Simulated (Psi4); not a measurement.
CH7FN2Sn (SMILES [CH3][Sn]([NH2])([NH2])[F]), singlet, geometry from GFN2-xTB (such geometries of metal compounds can be far from the true shape) (core potentials on Sn); Psi4 1.11 with PBE/def2-SVPD.

The Psi4 input:
```
memory 2 GB

molecule mol {
0 1
C     2.031071   -0.409764    0.672031
Sn    0.008672    0.020551    0.043701
N    -1.439316   -0.798766    1.213915
N    -0.403347    1.992453   -0.249522
F    -0.184453   -0.865098   -1.764403
H     1.990215   -0.969592    1.598281
H     2.552197    0.527576    0.823344
H     2.519741   -0.992524   -0.099339
H    -1.502558   -1.801521    1.075474
H    -2.360643   -0.427742    1.009181
H     0.120909    2.368044   -1.032350
H    -1.381166    2.156836   -0.462964
}

set {
  basis def2-svpd
  reference rks
}

energy('pbe')
print_variables()
```

Question: Predict the main parts of the log of this Psi4 run.

Answer: 
```
   => Loading Basis Set <=

    Name: DEF2-SVPD
    Role: ORBITAL
    Keyword: BASIS

    !!!  WARNING: ECP capability is in beta. Please check occupations closely.  !!!

         ---------------------------------------------------------
                                   SCF
               by Justin Turney, Rob Parrish, Andy Simmonett
                          and Daniel G. A. Smith
                              RKS Reference
         ---------------------------------------------------------

  ==> Geometry <==

    Molecular point group: c1
    Full point group: C1

    Geometry (in Angstrom), charge = 0, multiplicity = 1:

       Center              X                  Y                   Z               Mass
    ------------   -----------------  -----------------  -----------------  -----------------
         C            2.041507296098    -0.402744074465     0.692345655072    12.000000000000
         SN           0.019108296098     0.027570925535     0.064015655072   119.902201630000
         N           -1.428879703902    -0.791746074465     1.234229655072    14.003074004430
         N           -0.392910703902     1.999472925535    -0.229207344928    14.003074004430
         F           -0.174016703902    -0.858078074465    -1.744088344928    18.998403162730
         H            2.000651296098    -0.962572074465     1.618595655072     1.007825032230
         H            2.562633296098     0.534595925535     0.843658655072     1.007825032230
         H            2.530177296098    -0.985504074465    -0.079024344928     1.007825032230
         H           -1.492121703902    -1.794501074465     1.095788655072     1.007825032230
         H           -2.350206703902    -0.420722074465     1.029495655072     1.007825032230
         H            0.131345296098     2.375063925535    -1.012035344928     1.007825032230
         H           -1.370729703902     2.163855925535    -0.442649344928     1.007825032230

  Running in c1 symmetry.

  Rotational constants: A =      0.08954  B =      0.08343  C =      0.08197 [cm^-1]
  Rotational constants: A =   2684.20543  B =   2501.05879  C =   2457.46875 [MHz]
  Nuclear repulsion =  293.774607558205219

  Charge       = 0
  Multiplicity = 1
  Electrons    = 58
  Nalpha       = 29
  Nbeta        = 29

  ==> Algorithm <==

  SCF Algorithm Type is DF.
  DIIS enabled.
  MOM disabled.
  Fractional occupation disabled.
  Guess Type is SAD.
  Energy threshold   = 1.00e-06
  Density threshold  = 1.00e-06
  Integral threshold = 1.00e-12

  ==> Primary Basis <==

  Basis Set: DEF2-SVPD
    Blend: DEF2-SVPD
    Number of shells: 73
    Number of basis functions: 171
    Number of Cartesian functions: 182
    Spherical Harmonics?: true
    Max angular momentum: 2

  Core potential: DEF2-SVPD
    Number of shells: 4
    Number of ECP primitives: 18
    Number of ECP core electrons: 28
    Max angular momentum: 3

  ==> DFT Potential <==

   => LibXC <=

    Version 7.1.2
    S. Lehtola, C. Steigemann, M. J. T. Oliveira, and M. A. L. Marques,  SoftwareX 7, 1–5 (2018) (10.1016/j.softx.2017.11.002)

   => Composite Functional: PBE <=

    PBE GGA Exchange-Correlation Functional

    J.P. Perdew et. al., Phys. Rev. Lett., 77(18), 3865-3868, 1996

    Deriv               =              1
    GGA                 =           TRUE
    Meta                =          FALSE

    Exchange Hybrid     =          FALSE
    MP2 Hybrid          =          FALSE

   => Exchange Functionals <=

    1.0000     XC_GGA_X_PBE

   => Correlation Functionals <=

    1.0000     XC_GGA_C_PBE

   => LibXC Density Thresholds  <==

    XC_GGA_C_PBE:  1.00E-12
    XC_GGA_X_PBE:  1.00E-15

   => Molecular Quadrature <=

    Radial Scheme          =       TREUTLER
    Pruning Scheme         =           NONE
    Nuclear Scheme         =       TREUTLER

    Blocking Scheme        =         OCTREE
    BS radius alpha        =              1
    Pruning alpha          =              1
    Radial Points          =             75
    Spherical Points       =            302
    Total Points           =         259462
    Total Blocks           =           1948
    Max Points             =            256
    Max Functions          =            169
    Weights Tolerance      =       1.00E-15

   => Loading Basis Set <=

    Name: (DEF2-SVPD AUX)
    Role: JKFIT
    Keyword: DF_BASIS_SCF

  ==> Integral Setup <==

  SCF_SUBTYPE=INCORE selected. In-core MEM_DF algorithm will be used.
  Using in-core AOs.

  ==> MemDFJK: Density-Fitted J/K Matrices <==

    J tasked:                   Yes
    K tasked:                    No
    wK tasked:                   No
    Algorithm:                 Core
    Schwarz Cutoff:           1E-12
    Mask sparsity (%):       1.2790
    Fitting Condition:        1E-10

   => Auxiliary Basis Set <=

  Basis Set: (DEF2-SVPD AUX)
    Blend: DEF2-UNIVERSAL-JKFIT
    Number of shells: 188
    Number of basis functions: 650
    Number of Cartesian functions: 817
    Spherical Harmonics?: true
    Max angular momentum: 5

  Minimum eigenvalue in the overlap matrix is 3.6580362724E-04.
  Reciprocal condition number of the overlap matrix is 4.3615869321E-05.
    Using symmetric orthogonalization.

  ==> Pre-Iterations <==

  SCF Guess: Superposition of Atomic Densities via on-the-fly atomic UHF (no occupation information).

   -------------------------
    Irrep   Nso     Nmo
   -------------------------
     A        171     171
   -------------------------
    Total     171     171
   -------------------------

  ==> Iterations <==

                           Total Energy        Delta E     RMS |[F,P]|

   @DF-RKS iter SAD:  -463.86451501852736   -4.63865e+02   0.00000e+00
   @DF-RKS iter   1:  -464.62310583887353   -7.58591e-01   8.20937e-03 DIIS/ADIIS
   @DF-RKS iter   2:  -462.38245641478920    2.24065e+00   1.36575e-02 DIIS/ADIIS
   @DF-RKS iter   3:  -465.47549270957421   -3.09304e+00   2.21831e-03 DIIS/ADIIS
   @DF-RKS iter   4:  -465.50851751634525   -3.30248e-02   1.72885e-03 DIIS/ADIIS
   @DF-RKS iter   5:  -465.54943380334760   -4.09163e-02   5.06956e-04 DIIS/ADIIS
   @DF-RKS iter   6:  -465.55176940554765   -2.33560e-03   2.05267e-04 DIIS/ADIIS
   @DF-RKS iter   7:  -465.55223203230685   -4.62627e-04   5.59353e-05 DIIS
   @DF-RKS iter   8:  -465.55227753359912   -4.55013e-05   1.40131e-05 DIIS
   @DF-RKS iter   9:  -465.55228070856316   -3.17496e-06   3.98161e-06 DIIS
   @DF-RKS iter  10:  -465.55228086646639   -1.57903e-07   2.18123e-06 DIIS
   @DF-RKS iter  11:  -465.55228093295079   -6.64844e-08   1.68580e-07 DIIS
  Energy and wave function converged.

  ==> Post-Iterations <==

   Electrons on quadrature grid:
      Ntotal   =   57.9999801565 ; deviation = -1.984e-05

    Orbital Energies [Eh]
    ---------------------

    Doubly Occupied:

[...]
    Virtual:

[...]
     171A     52.448463

    Final Occupation by Irrep:
              A
    DOCC [    29 ]
    NA   [    29 ]
    NB   [    29 ]

  @DF-RKS Final Energy:  -465.55228093295079

   => Energetics <=

    Nuclear Repulsion Energy =            293.7746075582052185
    One-Electron Energy =               -1305.3709510166747805
    Two-Electron Energy =                 596.1074562107856991
    DFT Exchange-Correlation Energy =     -50.0633936852668668
    Empirical Dispersion Energy =           0.0000000000000000
    VV10 Nonlocal Energy =                  0.0000000000000000
    Total Energy =                       -465.5522809329507936

Computation Completed

Properties will be evaluated at   0.000000,   0.000000,   0.000000 [a0]

Properties computed using the SCF density matrix

 Multipole Moments:

 ------------------------------------------------------------------------------------
     Multipole            Electronic (a.u.)      Nuclear  (a.u.)        Total (a.u.)
 ------------------------------------------------------------------------------------

 L = 1.  Multiply by 2.5417464519 to convert [e a0] to [Debye]
 Dipole X            :         -0.5392527            0.6850109            0.1457582
 Dipole Y            :          0.5776118           -0.3180453            0.2595665
 Dipole Z            :          0.6102766           -0.0857766            0.5245000
 Magnitude           :                                                    0.6030925

 ------------------------------------------------------------------------------------

  Variable Map:
  ----------------------------------------------------------------------------
[...]
  Array Variable Map:
  ----------------------------------------------------------------------------
[...]
[...]
```
